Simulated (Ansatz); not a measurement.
BeFH (SMILES [BeH][F]) moved off its minimum; all values from Ansatz (a program for electronic structure), cores frozen in correlated methods.
(charge 0, multiplicity 1)
```xyz
3

Be    -0.02313    -0.01369    -0.84618
H      0.02148    -0.12287    -2.07606
F     -0.01414    -0.05635     0.59989
```

**Question.** Give the forces (eV/Å), the total energy and the dipole at CCSD(T)/aug-cc-pVTZ.

**Answer.** 
```
atom      Fx      Fy      Fz
----  ------  ------  ------
Be1    0.032  -0.134   3.732
H2     0.019  -0.031  -1.755
F3    -0.051   0.165  -1.977
```
Energy -115.1006 hartree, dipole 1.17 D.
